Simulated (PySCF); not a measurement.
GeH₄ + 2 F₂ → GeHF + 3 HF

Level: PBE0 in the def2-TZVP basis family, all electrons, no relativity, computed in PySCF with density fitting; open shells unrestricted.

```csv
species,state and structure,E (Eh),ZPE (kJ/mol),H(298 K) − H(0) (kJ/mol),S° (J/(mol K))
GeH₄,"singlet, Td, Ge–H 1.534 Å (×4)",-2079.11846,77.8,10.7,217.5
F₂,"singlet, D∞h, F–F 1.376 Å",-199.40856,6.6,8.7,201.9
GeHF,"singlet, Cs, Ge–F 1.757 Å, Ge–H 1.610 Å; F–Ge–H 94.2°",-2177.13341,19.8,10.5,252.6
HF,"singlet, C∞v, H–F 0.920 Å",-100.39188,24.9,8.7,173.6
```

Problem. What is the electronic reaction energy?

Solution. At PBE0/def2-TZVP, ΔE = -980.5 kJ/mol from the differences of the total energies times 2625.5, downhill. 

Problem. Add zero-point, thermal and entropy terms for 298.15 K and 1 bar.

Solution. ΔZPE = 3.5 and Δ[H(298) − H(0)] = 8.5 kJ/mol give ΔH° = -968.5 kJ/mol. ΔS° = 152.1 J/(mol K), so ΔG° = -968.5 − 298.15 × (0.1521) = -1014 kJ/mol.

Each species is the lowest minimum found with this bonding; other isomers or fragments can lie lower.
